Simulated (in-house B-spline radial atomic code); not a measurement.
Ionisation energies along the 58-electron series, configuration [Kr] 4d10 4f11 5s1, as differences of self-consistent energies. NIST's values go from ground level to ground level; the uncertainty of those that are theory runs from under 0.1 % in few-electron ions to several per cent in heavy many-electron ones. Computed with a B-spline radial code for spherical atoms: non-relativistic Hartree-Fock, average of the configuration, point nuclei.

This level leaves out relativity, spin-orbit splitting included, which matters for heavy ions.

| ion | configuration after | ionisation energy (eV) | IE/(q+1)² (eV) | -ε less Coulomb ΔSCF (eV) | tabulated value (eV) | computed minus tabulated (eV) |
| --- | --- | --- | --- | --- | --- | --- |
| Hf14+ | [Kr] 4d10 4f11 | 299.6 | 1.3317 | 0.28074 | 334 | -34.4 |
| Ta15+ | [Kr] 4d10 4f11 | 329.4 | 1.2868 | 0.27163 | 363 | -33.6 |
| W16+ | [Kr] 4d10 4f11 | 360.4 | 1.247 | 0.26449 | 387.9 | -27.5 |
